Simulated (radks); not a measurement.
Q: All-electron atom: Ag III in [Kr] 4d9 (the NIST ground configuration). All-electron calculation, scalar-relativistic Kohn-Sham, PBEsol, spin-unpolarised, spherical densities, finite nucleus; Fermi nuclear charge, rms radius 4.5454 fm; hard spherical wall at 8 bohr. Program: a radial shooting solver on a logarithmic mesh with Libxc functionals. Some entries of the table are withheld. Estimate them.

orbital,occ.,eigenvalue (hartree),r(max) (bohr)
1s,2,-931.1472,(1)
2s,2,-137.8217,0.1140
2p,6,-123.7355,0.09116
3s,2,-25.93949,0.3328
3p,6,-21.31296,0.3259
3d,10,-14.01014,0.2737
4s,2,-4.31769,0.8216
4p,6,(2),0.8753
4d,9,-1.06154,1.025
5s,0,-0.76091,2.200
5p,0,(3),2.652
4f,0,-0.08410,4.526

A: 
(1) 1s r(max) (bohr): 0.02017
(2) 4p eigenvalue (hartree): -2.97331
(3) 5p eigenvalue (hartree): -0.52063
